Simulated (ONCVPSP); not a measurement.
ytterbium: ONCV pseudisation with BLYP, scalar-relativistic reference atom.

```
Element                 : ytterbium
Generator               : ONCVPSP 4.0.1
Type                    : optimised norm-conserving Vanderbilt (ONCV)
Functional              : BLYP
Relativity              : scalar-relativistic
Frozen core             : [Kr] 4d10 4f13
Valence charge          : 11
Reference configuration : 5s2 5p6 5d1 6s1.5 6p0.5
Partial waves           : 5s+6s: rc 1.60 bohr, ncon 4, nbas 8, qcut 5.6 1/bohr, 2 projectors; 5p+6p: rc 2.45 bohr, ncon 5, nbas 8, qcut 6.4 1/bohr, 2 projectors; 5d: rc 3.00 bohr, ncon 4, nbas 9, qcut 4.6 1/bohr, 2 projectors, debl 3.3 Ha
Local potential         : polynomial inside 1.55 bohr (lpopt 5, dvloc0 4 Ha)
Core correction         : none
```

All-electron outer shells of the reference configuration (BLYP, scalar-relativistic, ld1.x):

```tsv
shell	level (eV)	outermost node (bohr)	outermost maximum (bohr)
4d	-185.83	0.24	0.49
5s	-59.85	0.58	1.07
5p	-31.53	0.62	1.21
4f	-10.09	–	0.48
6s	-4.90	1.44	3.05
5d	-2.31	0.70	1.85
6p	-1.53	1.75	4.32
```

Question: Estimate the cutoffs (Ha) at which the residual kinetic energy of the hardest occupied pseudo-wave falls to 1 and 0.1 mHa per electron.

Answer: 17 Ha and 63 Ha.

Question: Does the potential have ghost states?

Answer: No bound ghost flagged; no localised positive-energy state flagged.

Question: Which valence shell sets the plane-wave cutoff?

Answer: 5s: 17 Ha for 1 mHa per electron, against 14 Ha for 6s.

Its largest configuration-test error is +13 meV (5s2 5p6 5d1 6s0 6p0). 1 of 4 tests not solved or not reliable.
